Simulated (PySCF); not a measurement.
## Working out the ionisation energy of F²⁺

F²⁺ [He] 2s2 2p3 (4S) → F³⁺ [He] 2s2 2p2 (3P). Calculation: PySCF 2.14, in aug-cc-pVDZ-DK (4s3p2d, 23 functions); scalar relativity by spin-free X2C-1e. Frozen: 1s2. Energies in hartree (1 hartree = 27.21139 eV):

| part | F²⁺ (lower) | F³⁺ (upper) |
| --- | --- | --- |
| UHF | -97.663623 | -95.377085 |
| CCSD correlation | -0.084901 | -0.081655 |
| (T) | -0.000512 | -0.000540 |

Q: What does Hartree-Fock give?

A: (-95.377085) − (-97.663623) = 2.286538 hartree = 62.220 eV.

Q: What do CCSD and CCSD(T) give?

A: The CCSD correlation energies differ by 0.003246 hartree = 0.088 eV and the triples by -0.000028 hartree = -0.001 eV, so CCSD gives 62.308 eV and CCSD(T) 62.307 eV.

A first-order spin-orbit estimate adds -0.049 eV to CCSD(T) (valence), giving 62.258 eV against 62.708 eV (semi-empirical (NIST evaluation); NIST Atomic Spectra Database, ionization energies).

A double-zeta basis recovers only part of the correlation energy.

What remains against the reference includes basis incompleteness, the frozen core and higher excitations.
